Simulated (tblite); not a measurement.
Compound: C₄H₄B₂F₂S.
Atom-mapped SMILES: `[BH2:1][c:2]1[s:3][cH:4][c:5]([BH:6][F:7])[c:8]1[F:9]` (hydrogens: H10, H11 on B1; H12 on C4; H13 on B6)

Computed with GFN2-xTB (tblite), gas phase: L-BFGS steps from a force-field or distance-geometry start until the largest atomic force falls under 0.01 eV/Å.

Step 8: E = -702.3535 eV
```
atom  x, y, z in Å  |  force x, y, z in eV/Å
B1      2.7590    0.4258   -0.0366    0.089   0.001   0.001
C2      1.2542    0.4281    0.1887    0.027  -0.013  -0.033
S3      0.4353    1.5283    1.2742    0.017   0.007   0.020
C4     -1.0878    0.8649    0.9218   -0.034   0.010  -0.016
C5     -1.0498   -0.1651    0.0071   -0.040  -0.019   0.010
B6     -2.2661   -0.9637   -0.5126    0.044  -0.065  -0.069
F7     -3.4685   -0.6563   -0.0709   -0.016   0.024   0.027
C8      0.2966   -0.3814   -0.3822   -0.032  -0.036  -0.015
F9      0.6079   -1.3348   -1.2632    0.068  -0.016  -0.030
H10     3.2313   -0.3425   -0.7778   -0.060  -0.014  -0.007
H11     3.4340    1.1875    0.5335   -0.013   0.043   0.035
H12    -1.9721    1.2489    1.3895   -0.018   0.054   0.053
H13    -2.1783   -1.8391   -1.2892   -0.032   0.024   0.026
```

Step 9: E = -702.3543 eV
```
atom  x, y, z in Å  |  force x, y, z in eV/Å
B1      2.7603    0.4259   -0.0363    0.051   0.005   0.004
C2      1.2555    0.4280    0.1882   -0.010  -0.012  -0.022
S3      0.4365    1.5292    1.2752   -0.004  -0.036  -0.019
C4     -1.0881    0.8659    0.9219   -0.031   0.008  -0.009
C5     -1.0495   -0.1653    0.0076   -0.033  -0.027  -0.007
B6     -2.2657   -0.9656   -0.5145    0.041  -0.024  -0.027
F7     -3.4673   -0.6556   -0.0704   -0.003   0.012   0.012
C8      0.2976   -0.3821   -0.3826   -0.036  -0.015   0.002
F9      0.6091   -1.3357   -1.2645    0.055   0.009  -0.005
H10     3.2285   -0.3429   -0.7780   -0.035  -0.023  -0.018
H11     3.4321    1.1886    0.5346    0.008   0.047   0.037
H12    -1.9722    1.2516    1.3918    0.020   0.028   0.023
H13    -2.1811   -1.8414   -1.2907   -0.024   0.029   0.027
```

Step 10: E = -702.3548 eV
```
atom  x, y, z in Å  |  force x, y, z in eV/Å
B1      2.7619    0.4260   -0.0360    0.005   0.008   0.009
C2      1.2560    0.4277    0.1874   -0.018  -0.006  -0.008
S3      0.4370    1.5291    1.2754   -0.019  -0.054  -0.038
C4     -1.0889    0.8666    0.9218   -0.007  -0.017  -0.023
C5     -1.0500   -0.1660    0.0077   -0.010  -0.005   0.000
B6     -2.2652   -0.9668   -0.5159    0.012   0.010   0.010
F7     -3.4665   -0.6551   -0.0699    0.011   0.002   0.000
C8      0.2976   -0.3828   -0.3828   -0.024  -0.007   0.005
F9      0.6109   -1.3361   -1.2653    0.038   0.022   0.011
H10     3.2263   -0.3437   -0.7784   -0.016  -0.023  -0.019
H11     3.4313    1.1902    0.5359    0.015   0.038   0.030
H12    -1.9720    1.2536    1.3936    0.029   0.017   0.009
H13    -2.1829   -1.8422   -1.2912   -0.017   0.014   0.013
```

Step 11: E = -702.3551 eV
```
atom  x, y, z in Å  |  force x, y, z in eV/Å
B1      2.7630    0.4263   -0.0356   -0.021   0.009   0.009
C2      1.2562    0.4273    0.1867   -0.018  -0.006  -0.002
S3      0.4370    1.5280    1.2748   -0.019  -0.044  -0.034
C4     -1.0895    0.8666    0.9212   -0.002  -0.011  -0.010
C5     -1.0506   -0.1665    0.0078    0.008  -0.009  -0.012
B6     -2.2646   -0.9675   -0.5166   -0.014   0.027   0.031
F7     -3.4656   -0.6548   -0.0696    0.012  -0.002  -0.004
C8      0.2971   -0.3834   -0.3829    0.003   0.004   0.006
F9      0.6129   -1.3359   -1.2656    0.022   0.020   0.013
H10     3.2245   -0.3446   -0.7791   -0.005  -0.012  -0.010
H11     3.4310    1.1919    0.5374    0.009   0.020   0.017
H12    -1.9713    1.2553    1.3950    0.034   0.006  -0.003
H13    -2.1845   -1.8424   -1.2912   -0.010  -0.001  -0.002
```

**Question.** Estimate the geometry and energy of step 12. (The exact step hangs on the optimiser's Hessian estimate; all steps are aligned on step 11, rigid shifts and turns removed.)

**Answer.** E = -702.3553 eV, largest force 0.041 eV/Å
```
atom  x, y, z in Å  |  force x, y, z in eV/Å
B1      2.7634    0.4267   -0.0352   -0.025   0.007   0.006
C2      1.2560    0.4269    0.1862   -0.002  -0.001   0.005
S3      0.4367    1.5267    1.2739   -0.012  -0.019  -0.016
C4     -1.0899    0.8665    0.9207    0.009  -0.020  -0.014
C5     -1.0508   -0.1671    0.0075    0.016  -0.001  -0.007
B6     -2.2643   -0.9676   -0.5166   -0.026   0.019   0.026
F7     -3.4649   -0.6545   -0.0695    0.002   0.001   0.000
C8      0.2968   -0.3837   -0.3828    0.013   0.000  -0.002
F9      0.6145   -1.3353   -1.2655    0.013   0.010   0.006
H10     3.2232   -0.3453   -0.7796   -0.002   0.002   0.003
H11     3.4309    1.1934    0.5386   -0.001   0.002   0.003
H12    -1.9700    1.2564    1.3958    0.021   0.003  -0.004
H13    -2.1859   -1.8425   -1.2912   -0.005  -0.004  -0.005
```

The energy changes by -0.0002 eV. The first-order estimate −F·Δx gives -0.0003 eV and the mean of the old and new forces, exact on a quadratic surface, -0.0002 eV. The step makes an angle of 50° with the force vector and moves no atom by more than 0.002 Å.

The cost below is that of the whole relaxation. The run took 0.3 s of wall time on one thread of an Arm Neoverse N1, no GPU (shared host).
